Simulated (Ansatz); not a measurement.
C₂H₅BO, SMILES `OB1CC1`, relaxed with RKS PBE-D4/def2-SVP in the Gaussian-basis code of Ansatz from a rough embedded geometry. The force threshold is 0.03 eV/Å; the program also tests the step.

Charge 0, multiplicity 1.

Start:

```xyz
9

O    -0.687   -0.751   -1.877
B    -0.278   -0.278   -0.613
C     0.655   -0.316    0.663
C    -0.380    0.595    0.726
H    -0.185   -0.167   -2.566
H     0.528   -1.237    1.298
H     1.706    0.065    0.518
H    -1.272    0.357    1.326
H    -0.089    1.731    0.524
```

(1) How much energy does the relaxation release, and in how many steps? (An estimate is asked.)

(2) Which bonds change most? (An estimate is asked.)

(3) Give the relaxed structure. (An estimate is asked.)

## Answers

(1) Computed: 1.67 eV, in 11 steps.

(2) The calculation gave: C3–C4 from 1.381 to 1.584 Å; C4–H9 from 1.190 to 1.105 Å; B2–C4 from 1.602 to 1.530 Å; O1–B2 from 1.410 to 1.350 Å.

(3) The calculation gave: 
```xyz
9

O    -0.676   -0.254   -1.918
B    -0.264   -0.058   -0.648
C     0.708   -0.348    0.508
C    -0.496    0.666    0.679
H    -0.106   -0.892   -2.389
H     0.650   -1.289    1.084
H     1.726    0.084    0.523
H    -1.309    0.359    1.361
H    -0.233    1.732    0.799
```
